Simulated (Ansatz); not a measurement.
Reaction (redistribution): `[CH3][Sn]([OH])([Cl])[Cl]` + `CB1CS1` → `[CH3][Sn]([CH3])([Cl])[Cl]` + `OB1CS1`

Isolated molecules relaxed with PBE0-D4/def2-TZVP in Ansatz; ΔE leaves out vibrations. CCSD(T)/CBS is the MP2 limit (def2-TZVPP, def2-QZVPP) plus CCSD(T) − MP2 in def2-TZVPP, frozen cores. DFT in def2-TZVPP. B3LYP here is the variant with VWN-RPA as its local correlation; programs differ in this. def2 core potentials past Kr. For Sn outer-core shells are correlated without core-valence functions, which leaves a few kJ/mol of doubt a bond. Each species was taken in one conformer, which may not be the lowest.

```tsv
level	ΔE (kJ/mol)
BLYP-D4	-61.6
B3LYP-D4	-65.0
BLYP	-60.6
B3LYP	-64.0
MP2/def2-SVP	-73.9
HF/def2-TZVPP	-66.5
CCSD(T)/def2-TZVPP	-66.8
HF/def2-QZVPP	-65.3
```

(1) What does CCSD(T)/CBS give? (Best estimate.)

Largest T1 diagnostic among the species: 0.014.

## Answers

(1) The calculation gave: -63.3 kJ/mol. The listed levels differ from it by 1.7, -1.7, 2.7, -0.7, -10.6, -3.2, -3.5, -2.0 kJ/mol.

From PBE to PBE0 (25 % exact exchange), in def2-TZVPP and without D4, ΔE moves by −3.8 kJ/mol. At CCSD(T), def2-SVP lies −12.3 kJ/mol from the extrapolated value and def2-TZVPP −3.5 kJ/mol.
